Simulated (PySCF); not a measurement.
# Ionisation energy of S⁺ by level of theory

S⁺ [Ne] 3s2 3p3 (4S) → S²⁺ [Ne] 3s2 3p2 (3P), as a difference of total energies. Computed with PySCF 2.14 in ANO-RCC-VTZP (5s4p2d1f, 34 functions), with the spin-free X2C one-electron Hamiltonian (Gaussian nucleus). Correlated levels: valence: [Ne] frozen; valence and next inner shell: 1s2 frozen. The calculations carry no spin-orbit coupling.

```tsv
method	ionisation energy (eV)	plus first-order spin-orbit estimate	error of that sum (eV)
UHF	22.723	22.661	-0.677
LDA	23.389	23.327	-0.011
PBE	23.313	23.251	-0.087
PBE0	23.383	23.320	-0.018
r2SCAN	23.510	23.447	+0.109
wB97M-V	23.055	22.993	-0.345
MN15	23.358	23.296	-0.042
wB97X	23.243	23.180	-0.158
TPSSh	23.389	23.327	-0.011
MP2 (valence)	23.335	23.272	-0.066
SCS-MP2 (valence)	23.148	23.086	-0.252
MP2 (valence and next inner shell)	23.333	23.271	-0.067
SCS-MP2 (valence and next inner shell)	23.147	23.085	-0.253
```

Reference: 23.338 eV (measured; NIST Atomic Spectra Database, ionization energies).

A first-order spin-orbit estimate (lowest level to lowest level, LS coupling) adds -0.062 eV.

Errors of the correlated levels include the incompleteness of this basis and the frozen core.
